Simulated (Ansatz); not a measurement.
Isomers of Be$_{2}$Br$_{2}$⁺ (doublet), relaxed with PBE-D4/def2-TZVP; total energies from Ansatz at CCSD(T)/def2-TZVPP.

```csv
isomer,description,energy (Eh)
A,point group Cs; 3 × Be–Br 1.91 to 2.18 Å,-5174.62999
B,point group D∞h; 2 × Be–Br 1.90 Å,-5174.60569
```

Correlated methods freeze 18 core orbitals; core or outer-core shells of Br are correlated, in sets that lack core-valence functions.

The isomers come from a short search, and lower ones may exist.

Q: Work out the relative energies (1 Eh = 2625.5 kJ/mol) and the Boltzmann populations at 800 K from electronic energies alone (R = 8.314 J/mol/K).

A: ΔE: A 0.0, B 63.8 kJ/mol. RT = 6.65 kJ/mol. Factors exp(−ΔE/RT): A 1, B 6.81e-05; sum 1.000. Populations: A 100.0 %, B 0.0 %. Zero-point energy, vibrational entropy and symmetry numbers are left out and can shift these; an error of 4 kJ/mol changes a ratio by a factor of 1.8. Over the other density-functional and correlated levels in def2 sets, the gap between A and B ranges from 58 to 67 kJ/mol.
